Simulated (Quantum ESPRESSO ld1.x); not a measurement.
Input (ld1.x (Quantum ESPRESSO 7.5)):

```
 &input
    atom='Kr',
    iswitch=1,
    rel=2,
    dft='PBESOL',
    config='[Ar] 3d10 4s2 4p5.5 5p0.5',
    rel_dist='energy',
    verbosity='high',
    lsmall=.true.,
    prefix='ld1',
    max_out_wfc=37,
    file_charge='ld1.rho',
 /
```

Command: `OMP_NUM_THREADS=1 ld1.x < ld1.in > ld1.out`

Output (excerpt):

```
     Program LD1 v.7.5 starts

     --------------------------- All-electron run ----------------------------

     dirac relativistic calculation

     atomic number is 36.00
     dft =PBESOL   lsd =0 sic =0 latt =0  beta=0.20 tr2=1.0E-14
     Exchange-correlation= PBESOL
                           (   1   4  10   8   0   0   0)
     mesh =2025 r(mesh) = 100.33164 a.u. xmin = -8.00 dx = 0.00800
     1 Ry =  13.60569312 eV, c = 137.03599908

     n l j   nl                  e(Ry)          e(Ha)          e(eV)
     Spin orbit split results
     1 0 0.5 1S 1( 2.00)   -1039.794582501    -519.897291251 -14147.1260005
     2 0 0.5 2S 1( 2.00)    -137.170231797     -68.585115898  -1866.2960794
     2 1 0.5 2P 1( 2.00)    -124.016874496     -62.008437248  -1687.3355365
     2 1 1.5 2P 1( 4.00)    -120.064945260     -60.032472630  -1633.5668000
     3 0 0.5 3S 1( 2.00)     -19.657466178      -9.828733089   -267.4534524
     3 1 0.5 3P 1( 2.00)     -15.014782577      -7.507391288   -204.2865240
     3 1 1.5 3P 1( 4.00)     -14.432951073      -7.216475537   -196.3703032
     3 2 1.5 3D 1( 4.00)      -6.334997286      -3.167498643    -86.1920290
     3 2 2.5 3D 1( 6.00)      -6.239227345      -3.119613673    -84.8890126
     4 0 0.5 4S 1( 2.00)      -1.961389686      -0.980694843    -26.6860662
     4 1 0.5 4P 1( 2.00)      -0.959193586      -0.479596793    -13.0504936
     4 1 1.5 4P 1( 3.50)      -0.909203133      -0.454601567    -12.3703388
     5 1 0.5 5P 1( 0.50)      -0.059310168      -0.029655084     -0.8069559
     5 1 1.5 5P 1( 0.00)      -0.058377596      -0.029188798     -0.7942677
     Averaged results
     1 0     1S 1( 2.00)   -1039.794582501    -519.897291251 -14147.1260005
     2 0     2S 1( 2.00)    -137.170231797     -68.585115898  -1866.2960794
     2 1     2P 1( 6.00)    -121.382255006     -60.691127503  -1651.4897122
     3 0     3S 1( 2.00)     -19.657466178      -9.828733089   -267.4534524
     3 1     3P 1( 6.00)     -14.626894908      -7.313447454   -199.0090435
     3 2     3D 1(10.00)      -6.277535322      -3.138767661    -85.4102192
     4 0     4S 1( 2.00)      -1.961389686      -0.980694843    -26.6860662
     4 1     4P 1( 5.50)      -0.925866617      -0.462933309    -12.5970571
     5 1     5P 1( 0.50)      -0.058688453      -0.029344227     -0.7984971

     final scf error:  6.8E-15 reached in  47 iterations

     Etot =   -5577.008020 Ry,   -2788.504010 Ha,  -75879.059666 eV

     Ekin =    5726.730566 Ry,    2863.365283 Ha,   77916.138683 eV
     Encl =  -13469.506652 Ry,   -6734.753326 Ha, -183261.974019 eV
     Eh   =    2355.029380 Ry,    1177.514690 Ha,   32041.807034 eV
     Exc  =    -189.261314 Ry,     -94.630657 Ha,   -2575.031365 eV
```

Run on one thread of a shared host, so times are rough (Intel(R) Xeon(R) Processor @ 2.60GHz): 0.78 s of CPU time, 0.81 s wall, 47 iterations on 2025 mesh points.
